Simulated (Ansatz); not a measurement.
Computed with Ansatz on PBE0-D4/def2-TZVP structures; ΔE is electronic, products minus reactants. CBS: MP2 limit from def2 TZ/QZ plus the TZ coupled-cluster correction, frozen cores. This one scheme is used for every species. Functionals use def2-TZVPP. B3LYP here is the variant with VWN-RPA as its local correlation; programs differ in this. For Ge outer-core shells are correlated without core-valence functions, which leaves a few kJ/mol of doubt a bond. Scalar relativity is left out up to krypton. One conformer a species, not always the lowest.

Consider the ligand exchange at the Si–O bond: `[SiH3][O][GeH]` + `OB(S)S` → `[SiH3]OB(S)S` + `[OH][GeH]`.

`[SiH3][O][GeH]`:

Z-matrix (Å, degrees):
```
Si
O 1 1.643
H 1 1.485 2 109.3
H 1 1.490 2 110.8 3 120.2
H 1 1.485 2 109.3 3 -119.6
Ge 2 1.789 1 134.1 3 -120.3
H 6 1.605 2 93.5 1 180.0
```

`OB(S)S`:

Z-matrix (Å, degrees):
```
B
S 1 1.821
S 1 1.810 2 120.2
O 1 1.357 2 120.4 3 -180.0
H 2 1.341 1 97.0 3 0.0
H 3 1.343 1 95.3 2 -180.0
H 4 0.960 1 114.7 2 -0.0
```

`[SiH3]OB(S)S`:

Z-matrix (Å, degrees):
```
Si
O 1 1.653
H 1 1.481 2 107.6
H 1 1.484 2 110.5 3 -120.4
H 1 1.482 2 108.0 3 118.9
B 2 1.351 1 138.1 3 125.9
S 6 1.814 2 120.4 1 179.2
S 6 1.822 2 120.4 1 -0.9
H 7 1.343 6 95.5 2 0.1
H 8 1.342 6 96.3 2 180.0
```

`[OH][GeH]`:

```xyz
4

O    -0.552    0.173    0.612
Ge    0.770   -0.429   -0.435
H    -0.526   -0.236    1.482
H     0.308    0.491   -1.659
```

| level | ΔE (kJ/mol) | difference from CCSD(T)/CBS |
| --- | --- | --- |
| PBE-D4 | 1.5 | -0.7 |
| r2SCAN-D4 | 2.1 | -0.1 |
| PBE0-D4 | 3.0 | 0.8 |
| B3LYP-D4 | 1.7 | -0.5 |
| ωB97X-V | 3.6 | 1.4 |
| ωB97M-V | 3.7 | 1.5 |
| B2PLYP | 4.0 | 1.8 |
| PBE | 3.5 | 1.3 |
| r2SCAN | 3.0 | 0.8 |
| PBE0 | 5.0 | 2.8 |
| B3LYP | 4.8 | 2.6 |
| HF/def2-TZVPP | 9.1 | 6.9 |
| MP2/def2-TZVPP | 3.0 | 0.8 |
| SCS-MP2/def2-TZVPP | 4.0 | 1.8 |
| CCSD/def2-TZVPP | 4.4 | 2.2 |
| CCSD(T)/def2-TZVPP | 3.3 | 1.1 |
| HF/def2-QZVPP | 8.9 | 6.7 |
| MP2/def2-QZVPP | 2.4 | 0.2 |
| SCS-MP2/def2-QZVPP | 3.4 | 1.2 |
| HF/CBS(def2) | 8.9 | 6.7 |
| MP2/CBS(def2) | 2.0 | -0.2 |
| CCSD/CBS(def2) | 3.4 | 1.2 |
| CCSD(T)/CBS | 2.2 | 0 |

Largest T1 diagnostic among the species: 0.016.

The D4 term adds −3.1 kJ/mol with B3LYP and −2.0 kJ/mol with PBE0; it sums over pairs of atoms, weighted by their polarisabilities, and B3LYP, whose exchange is more repulsive, gets the larger term. In def2-TZVPP, CCSD(T) changes the Hartree–Fock value by −5.8 kJ/mol (the triples alone add −1.1 kJ/mol) and MP2 by −6.1 kJ/mol.
